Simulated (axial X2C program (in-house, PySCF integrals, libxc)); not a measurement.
Which molecule has these constants?

Computed with an in-house all-electron X2C program for linear molecules (integrals from PySCF), spin-free (one-electron X2C) or two-component (2c: spin–orbit coupling with atomic mean-field Coulomb and Gaunt terms, which also bring small scalar terms), in Dyall basis sets with cores contracted in-house; open shells are unrestricted.

A two-component PBE0 calculation in a Dyall 3-zeta basis gave Re = 1.541 Å, ωe = 2051.4 cm⁻¹, Ω = 3/2.

Question: Which molecule is it?
A. AsH⁻
B. BiH⁻
C. PH⁻
D. SbH⁻

Answer: A. The others have BiH⁻ 1.841 Å and 1539.1 cm⁻¹ (Ω = 3/2); SbH⁻ 1.735 Å and 1810.0 cm⁻¹ (Ω = 3/2); PH⁻ 1.442 Å and 2265.5 cm⁻¹ (Ω = 3/2).

Each entry is the lowest single determinant of a limited PBE0 search at one distance. De goes to single-determinant-based atoms at the same level (for ions the charge split of lowest energy) and is withheld (n/a) where an atom does not fit its ground term or J level. Main or longest-lived isotopes. Some light 2c atoms are not at their ground J level, so De misses part of their lowering (0.04 eV or less). The functionals have no current term, which raises determinants with orbital currents.
